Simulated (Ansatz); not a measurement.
Consider the homolysis of the Si–Si bond: `F[Si]([SiH3])(Cl)Br` → `F[Si](Cl)Br`• + `[SiH3]`•.

Calculated with Ansatz (gas phase, PBE0-D4/def2-TZVP geometries, no zero-point term in ΔE). CBS: MP2 limit from def2 TZ/QZ plus the TZ coupled-cluster correction, frozen cores. This one scheme is used for every species. Functionals use def2-TZVPP. B3LYP here is the variant with VWN-RPA as its local correlation; programs differ in this. HSE06 is defined as in plane-wave codes. No spin–orbit coupling; open shells (•) take unrestricted orbitals. For Br outer-core shells are correlated without core-valence functions, which leaves a few kJ/mol of doubt a bond. Scalar relativity is left out up to krypton.

```
             level  ΔE (kcal/mol)  difference from CCSD(T)/CBS
       LDA (SPW92)           85.3                          3.3
            PBE-D4           76.2                         -5.8
           BLYP-D4           73.9                         -8.1
         r2SCAN-D4           74.0                         -8.0
            B97M-V           79.3                         -2.7
           PBE0-D4           77.6                         -4.4
          B3LYP-D4           76.4                         -5.6
        r2SCANh-D4           74.3                         -7.7
          HSE06-D4           77.6                         -4.4
          BHLYP-D4           78.3                         -3.7
           ωB97X-V           82.4                          0.4
           ωB97M-V           81.5                         -0.5
            B2PLYP           75.8                         -6.2
          PBE-QIDH           78.9                         -3.1
               PBE           73.8                         -8.2
            revPBE           69.5                        -12.5
              BLYP           69.2                        -12.8
            r2SCAN           73.4                         -8.6
              PBE0           75.5                         -6.5
             B3LYP           72.6                         -9.4
           r2SCANh           73.6                         -8.4
             HSE06           75.6                         -6.4
             BHLYP           74.6                         -7.4
         CAM-B3LYP           75.3                         -6.7
           LC-ωPBE           76.4                         -5.6
       HF/def2-SVP           59.3                        -22.7
      MP2/def2-SVP           75.5                         -6.5
     CCSD/def2-SVP           74.3                         -7.7
  CCSD(T)/def2-SVP           75.3                         -6.7
     HF/def2-TZVPP           58.7                        -23.3
    MP2/def2-TZVPP           79.3                         -2.7
SCS-MP2/def2-TZVPP           79.8                         -2.2
   CCSD/def2-TZVPP           77.5                         -4.5
CCSD(T)/def2-TZVPP           78.8                         -3.2
     HF/def2-QZVPP           58.4                        -23.6
    MP2/def2-QZVPP           81.0                         -1.0
SCS-MP2/def2-QZVPP           81.7                         -0.3
      HF/CBS(def2)           58.4                        -23.6
     MP2/CBS(def2)           82.5                          0.5
    CCSD/CBS(def2)           80.6                         -1.4
       CCSD(T)/CBS           82.0                            0
```

Largest T1 diagnostic among the species: 0.015.

From PBE to PBE0 (25 % exact exchange), in def2-TZVPP and without D4, ΔE moves by +1.7 kcal/mol. In def2-TZVPP, CCSD(T) changes the Hartree–Fock value by +20.2 kcal/mol (the triples alone add +1.4 kcal/mol) and MP2 by +20.6 kcal/mol; breaking electron pairs costs correlation energy, which Hartree–Fock lacks.

CCSD(T)/CBS has its own doubt, a few kJ/mol and more with outer-core shells, so smaller differences from it don't rank the levels.
